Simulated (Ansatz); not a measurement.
Molecule: CH$_{6}$GeO$_{3}$, charge 1, multiplicity 2. 
Structure (B3LYP-D3(BJ)/def2-TZVP (Ansatz, an electronic-structure program) minimum search):
```
Ge
O 1 1.7338
H 2 0.9701 1 116.83
O 1 1.7338 2 116.23 3 -11.83
H 4 0.9701 1 116.83 2 -154.22
O 1 1.7338 2 116.23 3 -154.22
H 6 0.9701 1 116.83 2 -11.83
C 1 2.2319 2 101.34 3 96.97
H 8 1.0857 1 99.21 2 -74.50
H 8 1.0857 9 117.49 1 -105.49
H 8 1.0857 9 117.49 10 -149.03
```
Charge +1, spin multiplicity 2.

Basis-set convergence of Hartree-Fock and MP2 correlation energies (hartree) with Ansatz. Cores are frozen in the correlated levels unless marked. UHF or UKS for open shells. No spin-orbit coupling. Frozen are the shells of the preceding noble gas and the d and f shells that filled before the atom's block. No relativistic terms.

| basis | functions | E(HF) | E(corr, MP2) |
|---|---|---|---|
| cc-pVDZ | 113 | -2341.04772 | -0.78426 |
| cc-pVTZ | 247 | ? | ? |

**Question.** Some entries are withheld; supply them.

**Answer.** 
- cc-pVTZ, E(HF): -2341.23183
- cc-pVTZ, E(corr, MP2): -0.99047
